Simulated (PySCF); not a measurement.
Geometry:
```tsv
atom	x (Å)	y (Å)	z (Å)
N1	-0.926	2.175	1.061
C2	-1.557	1.473	0.238
C3	-1.149	0.178	-0.398
Si4	-2.029	-1.253	0.559
C5	0.274	-0.022	-0.347
C6	1.471	-0.132	-0.229
Si7	3.295	-0.300	-0.072
F8	3.587	-0.838	1.420
H9	0.001	1.821	1.301
H10	-2.549	1.821	-0.040
H11	-1.492	0.159	-1.437
H12	-1.573	-1.225	1.945
H13	-1.664	-2.501	-0.108
H14	-3.469	-1.008	0.463
H15	3.961	0.993	-0.141
H16	3.812	-1.332	-0.959
```

How the numbers were obtained: geometry: GFN2-xTB, shielding tensors at PBE0/pcSseg-1 (GIAO), in PySCF (one computed conformer, gas phase, fast rotation and ring inversion assumed for equivalent nuclei, non-relativistic Hamiltonian).

δ = σ(ref) − σ, references computed at the same level: ¹³C (186.93 ppm) and ¹H (31.72 ppm) and ²⁹Si (349.16 ppm) against TMS; NH3 for ¹⁵N (267.73 ppm); ¹⁹F (170.95 ppm) vs CFCl3.

| atoms | nucleus | count | δ (ppm) |
| --- | --- | --- | --- |
| C5 | ¹³C | 1 | 113.2 |
| H12/H13/H14 | ¹H | 3 | 4.00 |
| H9 | ¹H | 1 | 11.74 |
| H15 | ¹H | 1 | ? |
| N1 | ¹⁵N | 1 | 355.8 |
| C2 | ¹³C | 1 | ? |
| C6 | ¹³C | 1 | 92.8 |
| F8 | ¹⁹F | 1 | -215.7 |
| C3 | ¹³C | 1 | 29.4 |
| H10 | ¹H | 1 | ? |
| Si7 | ²⁹Si | 1 | -29.8 |
| H16 | ¹H | 1 | ? |
| Si4 | ²⁹Si | 1 | -61.3 |
| H11 | ¹H | 1 | 3.05 |

Q: Estimate the values marked ?.

A: 
- C2: 167.1 ppm, C=N carbon
- H10: 7.77 ppm, hydrogen on a C=N carbon
- H15: 5.27 ppm, hydrogen on a silicon bonded to C, F
- H16: 5.20 ppm, hydrogen on a silicon bonded to C, F

OH and NH positions are those of a molecule without intermolecular hydrogen bonds; in solution they move with solvent, concentration and temperature, and exchange usually removes their couplings. Shifts are as computed. Against solution values, carbons near 30 ppm lie about +3 ppm off and those near 130 ppm about +5 ppm. Of 1211 compounds with measured shifts, 218 miss one by over three times the rms of a fit or turn the order of signals round; such compounds aren't used in these exercises. Unscaled 19F shifts against computed CFCl3 carry errors that often reach 10 to 50 ppm. Experimental scales use liquid or dissolved standards, which lie at an offset from isolated NH3 (liquid NH3: subtract about 20 ppm). Unscaled 15N shifts of sp2 nitrogen come out 20 to 40 ppm too high even then.
